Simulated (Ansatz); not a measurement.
`[O]=[Mo]([OH])([OH])([OH])[Cl]`, relaxed with RKS PBE0-D4/def2-TZVP in Ansatz 0.2.0 from a PBE-D4/def2-SVP geometry. The force threshold is 0.005 eV/Å; the program also tests the step.

Charge 0, multiplicity 1. Mo takes the def2 core potential.

Start:

```xyz
9

O    -1.778   -0.295    0.044
Mo   -0.105   -0.010   -0.021
O     0.407   -1.777    0.372
O    -0.199    0.579   -1.813
O    -0.072    1.233    1.393
Cl    2.269    0.459   -0.275
H    -0.306   -2.420    0.563
H     0.701    0.827   -2.121
H    -0.917    1.402    1.858
```

Q: How much energy does the relaxation release, and in how many steps? (An estimate is asked.)

A: Computed: 0.07 eV, in 7 steps.

Q: Which bonds change most? (Best estimate.)

A: Computed: O1–Mo2 from 1.699 to 1.670 Å; Mo2–O4 from 1.889 to 1.864 Å; Mo2–O5 from 1.883 to 1.860 Å; Mo2–O3 from 1.882 to 1.860 Å.

Q: Give the relaxed structure. (Estimate.)

A: Computed: 
```xyz
9

O    -1.759   -0.295    0.045
Mo   -0.115   -0.013   -0.017
O     0.404   -1.757    0.369
O    -0.198    0.572   -1.785
O    -0.071    1.219    1.377
Cl    2.248    0.446   -0.252
H    -0.290   -2.404    0.539
H     0.681    0.821   -2.106
H    -0.900    1.411    1.830
```
